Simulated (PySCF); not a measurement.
## Ga: excitation energy

Ga [Ar] 3d10 4s2 4p1 (2P) → Ga [Ar] 3d10 4s1 4p2 (4P), as a difference of total energies. Computed with PySCF 2.14 in aug-cc-pVQZ-DK (8s7p5d3f2g, 93 functions), with scalar relativity by spin-free X2C-1e. Correlated levels: valence: [Ar] 3d10 frozen. The calculations carry no spin-orbit coupling.

| method | excitation energy (eV) |
| --- | --- |
| UHF | 3.288 |
| MP2 (valence) | 4.035 |
| SCS-MP2 (valence) | 4.326 |
| CCSD (valence) | 4.247 |
| CCSD(T) (valence) | 4.270 |

How much does correlation contribute at CCSD(T) (valence)?

4.270 − (3.288) = 0.982 eV, measured against UHF.
